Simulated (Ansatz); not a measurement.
A structure relaxed at PBE-D4/def2-SVP in Ansatz, charge 1, singlet:

```xyz
7

Au    1.475    0.083   -0.302
Na   -0.011    0.954   -2.672
Na    4.155    0.269   -0.875
Na    1.175   -0.901    2.441
Na   -1.963   -1.338    3.564
Na   -1.473   -0.126    0.288
Na   -3.358    1.059   -2.443
```

Q: Give its formula.

A: the cluster Na6Au⁺.

Q: Summarise the bond lengths by kind (pairs closer than 1.2 times the sum of covalent radii, bridged metal pairs left out).

A: 6 × Na–Na 3.36 to 3.53 Å; 4 × Au–Na 2.75 to 3.01 Å. The metal has 4 neighbours: Na 2.93 Å, Na 2.75 Å, Na 2.93 Å, Na 3.01 Å.

In the def2 sets Au takes a core potential; there is no spin–orbit coupling. The restricted singlet is unstable towards broken spin symmetry in Hartree–Fock (as tested in another run); at PBE-D4/def2-SVP this wasn't settled. The relaxation made no stability test and no search for a lower SCF solution. No other spin state of charge 1 was run. Another isomer (singlet) lies 0.46 eV lower at PBE0-D4/def2-TZVP; other spin states weren't run for this one.
